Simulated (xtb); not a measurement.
Si(Cl)(Br)(OH)(OMe) (CH4BrClO2Si), SMILES CO[Si](O)(Cl)Br. All values are semi-empirical tight-binding results from xtb (GFN2-xTB unless named), good for trends rather than for accurate numbers. Geometry optimised at GFN2-xTB. One conformer was computed; it need not be the lowest.

```json
{
 "orbital_gap": "7.18 eV",
 "zero_point_energy": "36.5 kcal/mol",
 "G − E(el) at 298.15 K (modified RRHO)": "14.1 kcal/mol",
 "static polarisability (D4 model)": "88.5 bohr³",
 "solvation energy, GFN2-xTB/ALPB(water)": "-5.8 kcal/mol",
 "solvation energy, GFN2-xTB/ALPB(acetonitrile)": "-8.8 kcal/mol"
}
```
